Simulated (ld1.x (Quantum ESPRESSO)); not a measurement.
## Plane-wave convergence, TM potential for molybdenum

molybdenum (Mo), norm-conserving Troullier–Martins (Kleinman–Bylander form), made with ld1.x (Quantum ESPRESSO) 7.5 (PBEsol, scalar-relativistic). Core [Ar] 3d10 4s2, reference 4p6 4d5.5 5s0.5 5p0. Waves: 4p (bound): rc 1.70 bohr; 4d (bound): rc 1.50 bohr; 5s (bound): rc 2.55 bohr. Local part: the s channel. Core correction: none.

The pseudo-atom Hamiltonian at the reference potential is diagonalised in spherical Bessel functions j_l(qr) that vanish at 20 bohr, with q² up to the cutoff. All-electron valence levels (Ry): 4p -2.7455, 5p -0.0616, 4d -0.2190, 5s -0.2769.

Problem. How do the lowest levels (Ry) of each channel move with the cutoff, and are there ghosts?

Solution.

```json
{"cutoff (Ry)": "8", "p #1": "-1.8469", "p #2": "-0.0323", "d #1": "0.0462", "d #2": "0.1179", "s #1": "-0.2745", "s #2": "0.0099", "f #1": "0.1050", "Σ f·Δε (mRy)": "6851.2"}
{"cutoff (Ry)": "10", "p #1": "-2.2324", "p #2": "-0.0368", "d #1": "0.0437", "d #2": "0.1098", "s #1": "-0.2756", "s #2": "0.0098", "f #1": "0.1050", "Σ f·Δε (mRy)": "4523.7"}
{"cutoff (Ry)": "15", "p #1": "-2.6804", "p #2": "-0.0397", "d #1": "0.0095", "d #2": "0.0725", "s #1": "-0.2767", "s #2": "0.0097", "f #1": "0.1050", "Σ f·Δε (mRy)": "1647.5"}
{"cutoff (Ry)": "18", "p #1": "-2.7239", "p #2": "-0.0398", "d #1": "-0.0744", "d #2": "0.0609", "s #1": "-0.2767", "s #2": "0.0097", "f #1": "0.1050", "Σ f·Δε (mRy)": "924.8"}
{"cutoff (Ry)": "25", "p #1": "-2.7411", "p #2": "-0.0399", "d #1": "-0.1631", "d #2": "0.0578", "s #1": "-0.2768", "s #2": "0.0097", "f #1": "0.1050", "Σ f·Δε (mRy)": "333.9"}
{"cutoff (Ry)": "30", "p #1": "-2.7415", "p #2": "-0.0399", "d #1": "-0.1957", "d #2": "0.0572", "s #1": "-0.2769", "s #2": "0.0096", "f #1": "0.1050", "Σ f·Δε (mRy)": "152.3"}
{"cutoff (Ry)": "35", "p #1": "-2.7430", "p #2": "-0.0399", "d #1": "-0.2104", "d #2": "0.0570", "s #1": "-0.2769", "s #2": "0.0096", "f #1": "0.1050", "Σ f·Δε (mRy)": "61.6"}
{"cutoff (Ry)": "45", "p #1": "-2.7451", "p #2": "-0.0400", "d #1": "-0.2178", "d #2": "0.0568", "s #1": "-0.2769", "s #2": "0.0096", "f #1": "0.1050", "Σ f·Δε (mRy)": "8.6"}
{"cutoff (Ry)": "50", "p #1": "-2.7453", "p #2": "-0.0400", "d #1": "-0.2187", "d #2": "0.0568", "s #1": "-0.2769", "s #2": "0.0096", "f #1": "0.1050", "Σ f·Δε (mRy)": "2.3"}
{"cutoff (Ry)": "60", "p #1": "-2.7454", "p #2": "-0.0400", "d #1": "-0.2189", "d #2": "0.0568", "s #1": "-0.2769", "s #2": "0.0096", "f #1": "0.1050", "Σ f·Δε (mRy)": "0.6"}
{"cutoff (Ry)": "70", "p #1": "-2.7454", "p #2": "-0.0400", "d #1": "-0.2189", "d #2": "0.0568", "s #1": "-0.2769", "s #2": "0.0096", "f #1": "0.1050", "Σ f·Δε (mRy)": "0.5"}
{"cutoff (Ry)": "400", "p #1": "-2.7455", "p #2": "-0.0400", "d #1": "-0.2190", "d #2": "0.0568", "s #1": "-0.2769", "s #2": "0.0096", "f #1": "0.1050", "Σ f·Δε (mRy)": "0.0"}
```

Result: no extra level below or beside the all-electron valence levels (p, d, s, f tested); 10 mRy is reached at 45 Ry and 1 mRy at 55 Ry.

Its largest configuration-test error is -695 meV.
